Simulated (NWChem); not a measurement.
Atomisation of diselenium (Se$_{2}$)

```
Se
Se 1 2.1923
```
Charge 0, spin multiplicity 3.

Everything below was run with NWChem. Structure: optimised with UB3LYP/def2-SVP, a minimum by its harmonic frequencies.

Basis set: def2-TZVP. The atomisation energy is electronic alone: no zero-point, thermal, spin-orbit or counterpoise terms. No value is extrapolated to the basis-set limit. Free atoms are single determinants with multiplicities Se 3. Correlated methods freeze the same cores in atoms and molecule, 18 orbitals in all.

```tsv
method	atomisation energy (kcal/mol)	relative cost
PBE	94.8	1
B3LYP	84.1	under 3
BLYP	89.3	under 3
PBE0	85.6	under 3
TPSS	91.2	under 3
HF	31.7	under 3
MP2	82.0	4
LC-wPBE (omega 0.3 per bohr)	78.8	6
```

The values span 63.0 kcal/mol, from HF (lowest) to PBE (highest). Costs are rough ratios of processor time within this set of runs, SCF included, with PBE as 1. Costs are the molecule's.

The Hamiltonian is non-relativistic. B3LYP has NWChem's definition, with VWN1-RPA local correlation. GW and range-separated runs recompute their integrals, the others keep them in memory, which bears on the times. The unpaired electrons of the parent sit in orbitals of symmetry b2g and b3g (D2h labels of the run); other states weren't searched. The stability of the SCF solutions was not checked. Open-shell Hartree-Fock references start from PBE0 orbitals; any time given for them includes that run.
